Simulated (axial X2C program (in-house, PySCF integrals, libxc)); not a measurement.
## Outer orbitals of SnN at 1.967 Å, HF

All values were computed with an axial X2C code built on PySCF integrals. Spin-free means the one-electron spin-free X2C Hamiltonian; two-component (2c) means X2C with spin–orbit coupling and atomic mean-field two-electron Coulomb and Gaunt terms, so the difference of the two also holds small scalar two-electron terms. Basis: Sn dyall-cv3z [11s12p9d4f1g], N dyall-av3z [7s7p3d2f] (cores contracted in-house); Gaussian nuclei, density fitting, unrestricted open shells. Masses: Sn 119.902 u, N 14.003 u.

The distance is close to the 2c PBE0 minimum; the highest filled and lowest empty levels are listed.

Spin-free orbitals, state M_S = 1/2, Λ = 1 (beyond evenly filled blocks: π+α, π+β, π-α) (Löwdin shares):

| symmetry | occupied | ε (eV) | atomic character |
| --- | --- | --- | --- |
| σα | yes | -29.73 | 74% N s, 11% Sn d, 8% Sn p |
| σβ | yes | -23.25 | 68% N s, 12% Sn s, 9% Sn p |
| σα | yes | -14.86 | 60% N p, 32% Sn s, 5% N s |
| σβ | yes | -14.61 | 45% Sn s, 34% N p, 12% N s |
| π+α | yes | -13.89 | 90% N p, 4% Sn p, 3% Sn d |
| π-α | yes | -13.89 | 90% N p, 4% Sn p, 3% Sn d |
| σα | yes | -10.19 | 35% Sn s, 31% N p, 27% Sn p |
| σβ | yes | -9.42 | 50% N p, 29% Sn p, 14% Sn s |
| π+β | yes | -7.57 | 74% Sn p, 19% N p, 6% N d |
| π-β | no | -0.93 | 73% Sn p, 22% N p, 4% N d |
| π-α | no | 0.55 | 78% Sn p, 12% N p, 5% N d |
| π+α | no | 0.55 | 78% Sn p, 12% N p, 5% N d |
| σβ | no | 1.90 | 51% Sn p, 33% N p, 8% Sn d |
| σα | no | 1.90 | 51% Sn p, 34% N p, 7% Sn d |

Spinors with spin–orbit coupling (state Ω = 3/2):

```csv
ω,occupied,ε (eV),atomic character,λ mixture
-3/2,yes,-35.35,99% Sn d,"84% π, 16% δ"
1/2,yes,-29.72,"73% N s, 11% Sn d, 8% Sn p",100% σ
-1/2,yes,-23.23,"68% N s, 12% Sn s, 9% Sn p",100% σ
1/2,yes,-14.84,"60% N p, 31% Sn s, 5% N s",100% σ
-1/2,yes,-14.60,"45% Sn s, 34% N p, 12% N s",100% σ
3/2,yes,-13.90,"90% N p, 4% Sn p, 3% Sn d",100% π
-1/2,yes,-13.90,"90% N p, 4% Sn p, 3% Sn d",100% π
1/2,yes,-10.16,"35% Sn s, 30% N p, 27% Sn p",100% σ
-1/2,yes,-9.40,"50% N p, 29% Sn p, 14% Sn s",100% σ
1/2,yes,-7.70,"75% Sn p, 18% N p, 6% N d",100% π
-3/2,no,-0.81,"72% Sn p, 23% N p, 4% N d",100% π
-1/2,no,0.51,"78% Sn p, 12% N p, 5% N d",100% π
3/2,no,0.65,"78% Sn p, 13% N p, 5% N d",100% π
1/2,no,1.92,"50% Sn p, 34% N p, 7% Sn d",100% σ
-1/2,no,1.92,"49% Sn p, 34% N p, 8% Sn d",100% σ
```

Q: How does the gap between the highest filled and lowest empty level change from the spin-free to the 2c table?

A: From 6.64 to 6.89 eV at HF, a change of 0.25 eV.

Mulliken charges and populations of the two-component result (they depend on the basis, above all on diffuse functions):

Sn 0.65 e (s 9.79 p 19.53 d 20.02 f 0.01), N -0.65 e (s 4.01 p 3.60 d 0.03). ⟨Lz⟩ = 1.00 ħ and ⟨Sz⟩ = 0.50 ħ (-0.48 and 0.98 on the two atoms), which add up to Ω.

Occupations by symmetry block were frozen at the best pattern of an incomplete PBE0 search. PBE0 can misorder states that lie within some tenths of an eV, so this need not be the ground state of the molecule. The nearest other spin-free determinant of the search, M_S = 1/2, Λ = 0, lies 0.16 eV up at the distance of the search. The determinant is spin-polarised beyond a pure state at some levels (its spin-free form has ⟨S²⟩ too high), which makes Re and μ there less reliable.
